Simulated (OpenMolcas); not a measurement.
How basis sets differ on CH2ClNSi (SMILES ClC1=N[SiH2]1)

CH2ClNSi has 6 atoms, charge 0, and is taken as a singlet. As SMILES, `ClC1=N[SiH2]1`. The shape is that of a GFN2-xTB optimisation.

Quantity: the HOMO–LUMO gap, in eV. The values are calculated.

```csv
level,kind,program,value (eV),CPU time
HF/STO-3G,Hartree–Fock,OpenMolcas,14.66,1.8 s
HF/3-21G,Hartree–Fock,OpenMolcas,12.06,2.1 s
HF/cc-pVDZ,Hartree–Fock,OpenMolcas,12.01,5.1 s
HF/def2-SVP,Hartree–Fock,OpenMolcas,12.22,4.8 s
```

The values span 12.01 to 14.66 eV. A Hartree–Fock LUMO above zero doesn't converge with the basis: it sinks as sets grow more diffuse. Orbital gaps aren't excitation energies. CPU times are rough (shared hosts, several kinds of processor): they show what a rung costs within a factor of a few.
